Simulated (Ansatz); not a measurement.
Reaction (formal exchange of groups at a C–Ge bond): `F[CH]([SiH3])[GeH3]` + `[AlH2][SH]` → `F[CH]([SiH3])[AlH][SH]` + GeH₄

Gas-phase electronic energies from Ansatz, PBE0-D4/def2-TZVP geometries. CCSD(T)/CBS is the MP2 limit (def2-TZVPP, def2-QZVPP) plus CCSD(T) − MP2 in def2-TZVPP, frozen cores. This one scheme is used for every species. Functionals use def2-TZVPP. B3LYP here is the variant with VWN-RPA as its local correlation; programs differ in this. For Ge outer-core shells are correlated without core-valence functions, which leaves a few kJ/mol of doubt a bond. Scalar relativity is left out up to krypton. One conformer a species, not always the lowest.

```json
{"level": "PBE-D4", "ΔE (kcal/mol)": "-5.6", "difference from CCSD(T)/CBS": "-1.8"}
{"level": "r2SCAN-D4", "ΔE (kcal/mol)": "-5.6", "difference from CCSD(T)/CBS": "-1.8"}
{"level": "PBE0-D4", "ΔE (kcal/mol)": "-5.2", "difference from CCSD(T)/CBS": "-1.4"}
{"level": "B3LYP-D4", "ΔE (kcal/mol)": "-5.1", "difference from CCSD(T)/CBS": "-1.3"}
{"level": "ωB97X-V", "ΔE (kcal/mol)": "-4.5", "difference from CCSD(T)/CBS": "-0.7"}
{"level": "ωB97M-V", "ΔE (kcal/mol)": "-5.0", "difference from CCSD(T)/CBS": "-1.2"}
{"level": "B2PLYP", "ΔE (kcal/mol)": "-4.6", "difference from CCSD(T)/CBS": "-0.8"}
{"level": "PBE", "ΔE (kcal/mol)": "-5.4", "difference from CCSD(T)/CBS": "-1.6"}
{"level": "r2SCAN", "ΔE (kcal/mol)": "-5.5", "difference from CCSD(T)/CBS": "-1.7"}
{"level": "PBE0", "ΔE (kcal/mol)": "-5.0", "difference from CCSD(T)/CBS": "-1.2"}
{"level": "B3LYP", "ΔE (kcal/mol)": "-4.9", "difference from CCSD(T)/CBS": "-1.1"}
{"level": "HF/def2-TZVPP", "ΔE (kcal/mol)": "-3.2", "difference from CCSD(T)/CBS": "0.6"}
{"level": "MP2/def2-TZVPP", "ΔE (kcal/mol)": "-3.7", "difference from CCSD(T)/CBS": "0.1"}
{"level": "SCS-MP2/def2-TZVPP", "ΔE (kcal/mol)": "-3.3", "difference from CCSD(T)/CBS": "0.5"}
{"level": "CCSD/def2-TZVPP", "ΔE (kcal/mol)": "-3.6", "difference from CCSD(T)/CBS": "0.2"}
{"level": "CCSD(T)/def2-TZVPP", "ΔE (kcal/mol)": "-3.8", "difference from CCSD(T)/CBS": "0.0"}
{"level": "HF/def2-QZVPP", "ΔE (kcal/mol)": "-3.4", "difference from CCSD(T)/CBS": "0.4"}
{"level": "MP2/def2-QZVPP", "ΔE (kcal/mol)": "-3.7", "difference from CCSD(T)/CBS": "0.1"}
{"level": "SCS-MP2/def2-QZVPP", "ΔE (kcal/mol)": "-3.4", "difference from CCSD(T)/CBS": "0.4"}
{"level": "HF/CBS(def2)", "ΔE (kcal/mol)": "-3.4", "difference from CCSD(T)/CBS": "0.4"}
{"level": "MP2/CBS(def2)", "ΔE (kcal/mol)": "-3.7", "difference from CCSD(T)/CBS": "0.1"}
{"level": "CCSD/CBS(def2)", "ΔE (kcal/mol)": "-3.6", "difference from CCSD(T)/CBS": "0.2"}
{"level": "CCSD(T)/CBS", "ΔE (kcal/mol)": "-3.8", "difference from CCSD(T)/CBS": "0"}
```

Largest T1 diagnostic among the species: 0.012.
